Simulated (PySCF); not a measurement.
# Ta⁶⁹⁺ (tantalum, charge +69): Hartree-Fock from Schrödinger to Dirac-Coulomb-Breit

Occupied: 1s1/2, 2s1/2. Hartree-Fock calculated with PySCF 2.14 in an even-tempered Gaussian basis (16 s from 18 bohr⁻², ratio 2.7; 13 p from 22 bohr⁻², ratio 2.7), Gaussian nucleus throughout. NR is non-relativistic, sf-X2C the spin-free one-electron X2C Hamiltonian, X2C adds the bare one-electron spin-orbit term, X2C-SNSO screens it by Boettger's factors, DC is four-component Dirac-Coulomb, and the Gaunt and Breit terms are added at first order (total energies over the DC spinors, levels after relaxing the spinors in that mean field). QED terms are absent. Levels marked empty are virtual spinors of this ion.

```
   level (eV)        NR    sf-X2C       X2C  X2C-SNSO
        1s1/2  -70488.0  -76146.6  -76146.6  -76146.6
        2s1/2  -17048.0  -18782.1  -18782.1  -18782.1
2p1/2 (empty)  -16632.7  -17275.5  -18299.3  -18266.2
2p3/2 (empty)  -16632.7  -17275.5  -16868.0  -16878.5
3s1/2 (empty)   -7343.5   -7935.9   -7935.9   -7935.9
```

Task: Where do the four-component calculations put these levels?

Result: 1s1/2: DC -76231.6, DC+Gaunt -76063.7, DC+Breit -76065.6; 2s1/2: DC -18792.5, DC+Gaunt -18772.2, DC+Breit -18774.2; 2p1/2 (empty): DC -18277.8, DC+Gaunt -18240.7, DC+Breit -18245.6; 2p3/2 (empty): DC -16880.6, DC+Gaunt -16860.9, DC+Breit -16865.8; 3s1/2 (empty): DC -7938.8, DC+Gaunt -7933.1, DC+Breit -7933.9 (eV).

| Hamiltonian | E (hartree) | E − E(DC) (hartree) | CPU seconds |
| --- | --- | --- | --- |
| NR | -6546.8388 | 565.8387 | 0.15 |
| sf-X2C | -7109.1275 | 3.5500 | 0.09 |
| X2C | -7109.1275 | 3.5500 | 0.09 |
| X2C-SNSO | -7109.1275 | 3.5500 | 0.09 |
| DC | -7112.6775 | 0.0000 | 2 |
| DC+Gaunt | -7105.6716 | 7.0059 | 3.4 |
| DC+Breit | -7105.8245 | 6.8529 | 28 |

Weight of the small component: 1s1/2 0.0760, 2s1/2 0.0186, 2p1/2 0.0184, 2p3/2 0.0169, 3s1/2 0.00791.

Koopmans' value for the highest occupied level at DC+Breit: 18774.2 eV, against an ionisation energy of 18760 ± 50 eV (theoretical estimate listed by NIST; NIST Atomic Spectra Database, ionization energies); the former lacks relaxation, correlation, QED and recoil.

The whole ladder took 35 s of wall time on 1 thread of Intel(R) Xeon(R) 6975P-C (shared host), launched as `OMP_NUM_THREADS=1 python relrun2.py TASK.json OUT` (a driver that calls PySCF for each Hamiltonian).
